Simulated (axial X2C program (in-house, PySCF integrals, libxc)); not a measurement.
# Density and ELF of BiF⁺

All values were computed with an in-house all-electron X2C program for linear molecules (integrals from PySCF). Two-component (2c) means X2C with spin–orbit coupling and atomic mean-field two-electron Coulomb and Gaunt terms. Basis: Bi dyall-cv3z [12s14p10d6f1g], F dyall-av3z [7s6p3d2f] (cores contracted in-house); Gaussian nuclei, density fitting, unrestricted open shells. Masses: Bi 208.980 u, F 18.998 u.

PBE0, two-component, state Ω = 1/2 (⟨Sz⟩ = -0.44, ⟨Lz⟩ = 0.94 at PBE0); Bi at z = 0, F at z = 1.968 Å.

The maps cover the half plane through the axis: z from -2.4 to 4.2 Å along the bond, ρ from 0.15 to 2.25 Å away from it.

log10 of the density in e/bohr³:

```
 ρ\z  -2.4  -1.8  -1.2  -0.6   0.0   0.6   1.2   1.8   2.4   3.0   3.6   4.2
0.15  -3.5  -2.4  -1.3   0.0   2.0   0.0  -0.8   0.3  -0.2  -1.7  -3.1  -4.3
0.45  -3.5  -2.5  -1.5  -0.4   0.5  -0.4  -1.0  -0.2  -0.6  -1.9  -3.2  -4.4
0.75  -3.6  -2.6  -1.7  -0.9  -0.4  -0.9  -1.4  -0.9  -1.2  -2.2  -3.4  -4.5
1.05  -3.8  -2.9  -2.0  -1.4  -1.1  -1.4  -1.8  -1.6  -1.8  -2.7  -3.7  -4.7
1.35  -4.0  -3.1  -2.4  -1.8  -1.6  -1.9  -2.2  -2.2  -2.5  -3.1  -4.0  -5.0
1.65  -4.3  -3.4  -2.7  -2.3  -2.1  -2.3  -2.7  -2.8  -3.0  -3.6  -4.3  -5.3
1.95  -4.6  -3.8  -3.1  -2.7  -2.6  -2.8  -3.2  -3.4  -3.6  -4.1  -4.8  -5.7
2.25  -4.9  -4.1  -3.6  -3.2  -3.1  -3.3  -3.6  -3.9  -4.1  -4.6  -5.2  -6.2
```

Electron localisation function (collinear form, no current term, damped to 0 at low density):

```
 ρ\z  -2.4  -1.8  -1.2  -0.6   0.0   0.6   1.2   1.8   2.4   3.0   3.6   4.2
0.15  0.02  0.39  0.55  0.61  0.45  0.62  0.48  0.20  0.85  0.47  0.04  0.00
0.45  0.02  0.35  0.55  0.48  0.57  0.47  0.39  0.85  0.84  0.40  0.03  0.00
0.75  0.01  0.28  0.56  0.40  0.48  0.33  0.26  0.76  0.72  0.26  0.02  0.00
1.05  0.01  0.20  0.56  0.49  0.41  0.33  0.14  0.50  0.44  0.13  0.01  0.00
1.35  0.00  0.12  0.51  0.60  0.55  0.36  0.07  0.20  0.19  0.04  0.00  0.00
1.65  0.00  0.05  0.37  0.61  0.60  0.32  0.04  0.06  0.06  0.01  0.00  0.00
1.95  0.00  0.01  0.19  0.46  0.48  0.20  0.02  0.01  0.01  0.00  0.00  0.00
2.25  0.00  0.00  0.05  0.21  0.25  0.08  0.01  0.00  0.00  0.00  0.00  0.00
```

Axial spin density in 10⁻³ e/bohr³:

```
 ρ\z  -2.4  -1.8  -1.2  -0.6    0.0   0.6   1.2   1.8   2.4  3.0  3.6  4.2
0.15   0.0   0.1   0.6   1.3  -42.3   2.9   0.5  21.1  11.7  0.6  0.0  0.0
0.45   0.0   0.0  -0.6  -1.3   -6.6  -0.4  -0.3  -4.8   0.2  0.3  0.0  0.0
0.75   0.0  -0.2  -1.7  -8.0   -7.4  -6.5  -0.6  -0.8  -0.4  0.1  0.0  0.0
1.05   0.0  -0.2  -1.9  -8.7  -14.1  -6.9  -0.7   0.1  -0.1  0.0  0.0  0.0
1.35   0.0  -0.2  -1.4  -5.4   -8.6  -4.2  -0.6   0.1   0.0  0.0  0.0  0.0
1.65   0.0  -0.1  -0.8  -2.6   -3.8  -2.0  -0.4   0.0   0.0  0.0  0.0  0.0
1.95   0.0  -0.1  -0.4  -1.1   -1.5  -0.8  -0.2   0.0   0.0  0.0  0.0  0.0
2.25   0.0   0.0  -0.2  -0.4   -0.6  -0.3  -0.1   0.0   0.0  0.0  0.0  0.0
```

One determinant describes the state; a PBE0 search over occupations chose it and may have missed a lower one. Density functionals use the spin component along the axis (collinear). The functionals have no current-density term, which raises determinants with orbital currents, atoms included.
